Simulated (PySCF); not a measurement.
C2H5BN2. Atoms are numbered in the order given.

```xyz
10

N     -0.0323     1.9263     0.0000
B     -0.0226     0.5426     0.0000
C     -1.0464    -0.6491     0.0000
N     -0.1299    -1.5607     0.0000
C      1.0560    -0.6404     0.0000
H      0.8139     2.4815     0.0000
H     -0.8841     2.4725     0.0000
H     -2.1175    -0.9013     0.0000
H      1.6894    -0.7942     0.8898
H      1.6894    -0.7942    -0.8898
```
Charge 0, spin multiplicity 1.

Coordinates come from a PBE0-D3(BJ)/def2-SVP optimisation. The structure was generated by enumeration, and PubChem lists no compound with its InChIKey, so it may never have been made. One conformer was computed; it need not be the lowest.

Method: PBE0/pcSseg-1 in PySCF.

GIAO shieldings, no solvent; atoms listed in one row are averaged. δ = σ(ref) − σ: ¹⁵N against NH3 (σ = 267.4 ppm); ¹¹B against BF3 (σ = 88.8 ppm); ¹³C against TMS (σ = 186.3 ppm); ¹H against TMS (σ = 31.56 ppm), references at their B3LYP-D3(BJ)/def2-TZVP geometries, non-relativistic.

Problem. Estimate the chemical shifts. (An estimate is asked for; the answer gives what the named calculation found.)

Solution. 
```csv
nucleus,atoms,count,δ (ppm)
¹⁵N,N4,1,545.2
¹⁵N,N1,1,91.1
¹¹B,B2,1,26.0
¹³C,C3,1,204.4
¹³C,C5,1,56.8
¹H,H8,1,9.39
¹H,H7,1,3.79
¹H,"H9, H10",2,3.74
¹H,H6,1,3.55
```
